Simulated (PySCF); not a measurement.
The numbers are results of PySCF with PBE0-D4/def2-TZVP, not measurements. Isolated molecules, 0 K electronic values unless said otherwise. One relaxed conformer stands for a flexible species; it need not be the lowest. Delta-SCF ions had no search for a lower state. Excitations are Tamm–Dancoff values on a coarser integration grid. The basis has no diffuse functions, so Rydberg states are missing or too high.

Reference species (SMILES): `NB(N)N` (neutral, multiplicity 1).

```
Property                                  Value
--------------------------------------  -------
S1 excitation (TDA)                     6.08 eV
vertical ionisation energy (Delta-SCF)  8.82 eV
HOMO–LUMO gap                           7.44 eV
```

Changed species: `NB(N)S` (N–B–S–H torsion 180°) (1 of 3 NH2 replaced by SH; the reference has 0 of 3 NH2 replaced by SH).

Question: Give the shifts of the S1 excitation (TDA), vertical ionisation energy (Delta-SCF) and HOMO–LUMO gap.

Answer: the S1 excitation (TDA) decreases by 0.25 eV, to 5.83 eV; the vertical ionisation energy (Delta-SCF) goes up by 0.24 eV, to 9.06 eV; the HOMO–LUMO gap falls by 0.15 eV, to 7.29 eV.
